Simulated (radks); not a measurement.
The mean radii <r> (bohr) of the occupied orbitals of an atom or ion are listed with their occupations. All-electron calculation, scalar-relativistic Kohn-Sham, PBE, spin-polarised, spherical densities, point nucleus. Program: a radial shooting solver on a logarithmic mesh with Libxc functionals.

| orbital | occ. | <r> |
|---|---|---|
| 1s up | 1 | 0.02111 |
| 1s down | 1 | 0.02111 |
| 2s up | 1 | 0.08977 |
| 2s down | 1 | 0.08976 |
| 2p up | 3 | 0.07945 |
| 2p down | 3 | 0.07945 |
| 3s up | 1 | 0.2346 |
| 3s down | 1 | 0.2345 |
| 3p up | 3 | 0.2335 |
| 3p down | 3 | 0.2333 |
| 3d up | 5 | 0.2122 |
| 3d down | 5 | 0.2120 |
| 4s up | 1 | 0.5299 |
| 4s down | 1 | 0.5300 |
| 4p up | 3 | 0.5617 |
| 4p down | 3 | 0.5618 |
| 4d up | 5 | 0.6097 |
| 4d down | 5 | 0.6104 |
| 5s up | 1 | 1.295 |
| 5s down | 1 | 1.308 |
| 5p up | 3 | 1.529 |
| 5p down | 3 | 1.549 |
| 4f up | 7 | 0.8548 |
| 4f down | 3 | 0.8953 |
| 7s up | 1 | 8.329 |
| 7s down | 1 | 8.435 |

Name the element and its charge. Open shells, if any, are filled with parallel spins first.

Answer. Z = 66, dysprosium, charge 0: Dy in [Xe] 4f10 7s2. The 1s radius gives Z: for a bare nucleus <r> = (2 gamma + 1)/(2Z) with gamma = sqrt(1 - (Z/c)^2), 0.02085 bohr for Z = 66, and screening makes it slightly larger (0.02111 here). The occupations add up to 66, and the charge is Z minus that.
